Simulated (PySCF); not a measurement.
A species of formula GeH8OSi2 has this rotational fingerprint, computed with PBE0-D3(BJ)/def2-SVP geometry optimisation, gas phase (PySCF 2.14.0):

- Rotational constants: A = 6159, B = 939.1, C = 847.8 MHz
- Dipole components: |μa| = 0.16 D, |μb| = 0.06 D, |μc| = 0.41 D
- Inertial defect: -24.11 u·Å²
- κ: -0.97

Question: Which structure is it? (One computed conformer of each.)
A. `[SiH3:1][O:2][SiH2:3][GeH3:4]` with Si1–O2–Si3–Ge4 -95°
B. `[SiH3:1][SiH2:2][O:3][GeH3:4]` with Si1–Si2–O3–Ge4 -51°

Answer: A. It is [SiH3]O[SiH2][GeH3], a near-prolate asymmetric top, point group C1. The candidates at the same level (rigid rotor, commonest isotopes):

```json
{"SMILES": "[SiH3]O[SiH2][GeH3]", "A (MHz)": "6159", "B (MHz)": "939.1", "C (MHz)": "847.8", "μa (D)": "0.16", "μb (D)": "0.06", "μc (D)": "0.41", "Δ (u·Å²)": "-24.11", "point group": "C1", "rotor": "near-prolate asymmetric top"}
{"SMILES": "[SiH3][SiH2][O][GeH3]", "A (MHz)": "4920", "B (MHz)": "1089", "C (MHz)": "930.2", "μa (D)": "0.87", "μb (D)": "0.68", "μc (D)": "0.43", "Δ (u·Å²)": "-23.58", "point group": "C1", "rotor": "near-prolate asymmetric top"}
```

`[SiH3][SiH2][O][GeH3]` has A 20 % too low. No structure here is proved a minimum.
